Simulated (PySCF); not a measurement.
Cartesian coordinates (Å):
```xyz
10

Ta    -0.1558    -0.0062     0.1331
F      0.5895    -0.9397    -1.3562
F      1.6058     0.6285     0.5256
F     -1.8286    -0.0063    -0.7954
N     -0.7053     1.8269     0.6807
H     -1.5883     2.2553     0.3817
H     -0.0338     2.5427     0.9796
N     -0.5191    -1.1988     1.6507
H     -0.3238    -2.2066     1.6258
H     -0.9167    -0.9302     2.5558
```
Charge 0, spin multiplicity 1.

### Question
Give the total energy, dipole moment, charge on the central atom (Mulliken), HOMO–LUMO gap, LUMO and HOMO at the level TPSSh-D3(BJ)/def2-TZVP // PBE-D3(BJ)/def2-SVP run with PySCF.

### Answer

| Item | Result |
|---|---|
| total energy | -12760.39 eV |
| dipole moment | 0.686 e·Å |
| charge on the central atom (Mulliken) | 1.59 e |
| HOMO–LUMO gap | 5.52 eV |
| LUMO | -2.04 eV |
| HOMO | -7.55 eV |
